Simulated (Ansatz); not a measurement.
Consider the cleavage of the Si–Ga bond: `[SiH3][O][GaH][SiH3]` + `OB1N[SiH2]1` → `[SiH3]OB1N[SiH2]1` + `[SiH3][O][GaH2]`.

Gas-phase electronic energies from Ansatz, PBE0-D4/def2-TZVP geometries. CCSD(T)/CBS is the MP2 limit (def2-TZVPP, def2-QZVPP) plus CCSD(T) − MP2 in def2-TZVPP, frozen cores. Functionals use def2-TZVPP. B3LYP here is the variant with VWN-RPA as its local correlation; programs differ in this. For Ga outer-core shells are correlated without core-valence functions, which leaves a few kJ/mol of doubt a bond. Scalar relativity is left out up to krypton. Each species was taken in one conformer, which may not be the lowest.

```
             level  ΔE (kcal/mol)  difference from CCSD(T)/CBS
            PBE-D4          -12.1                          5.8
         r2SCAN-D4          -16.8                          1.1
           PBE0-D4          -14.2                          3.7
          B3LYP-D4          -17.6                          0.3
           ωB97X-V          -18.0                         -0.1
           ωB97M-V          -18.3                         -0.4
            B2PLYP          -19.2                         -1.3
               PBE          -12.4                          5.5
            r2SCAN          -16.9                          1.0
              PBE0          -14.5                          3.4
             B3LYP          -18.1                         -0.2
     HF/def2-TZVPP          -24.6                         -6.7
    MP2/def2-TZVPP          -19.8                         -1.9
SCS-MP2/def2-TZVPP          -21.0                         -3.1
   CCSD/def2-TZVPP          -18.9                         -1.0
CCSD(T)/def2-TZVPP          -18.1                         -0.2
     HF/def2-QZVPP          -25.4                         -7.5
    MP2/def2-QZVPP          -19.9                         -2.0
SCS-MP2/def2-QZVPP          -21.1                         -3.2
      HF/CBS(def2)          -25.5                         -7.6
     MP2/CBS(def2)          -19.5                         -1.6
    CCSD/CBS(def2)          -18.6                         -0.7
       CCSD(T)/CBS          -17.9                            0
```

Largest T1 diagnostic among the species: 0.014.

In def2-TZVPP, CCSD(T) changes the Hartree–Fock value by +6.5 kcal/mol (the triples alone add +0.8 kcal/mol) and MP2 by +4.9 kcal/mol. From PBE to PBE0 (25 % exact exchange), in def2-TZVPP and without D4, ΔE moves by −2.0 kcal/mol.

CCSD(T)/CBS has its own doubt, a few kJ/mol and more with outer-core shells, so smaller differences from it don't rank the levels.
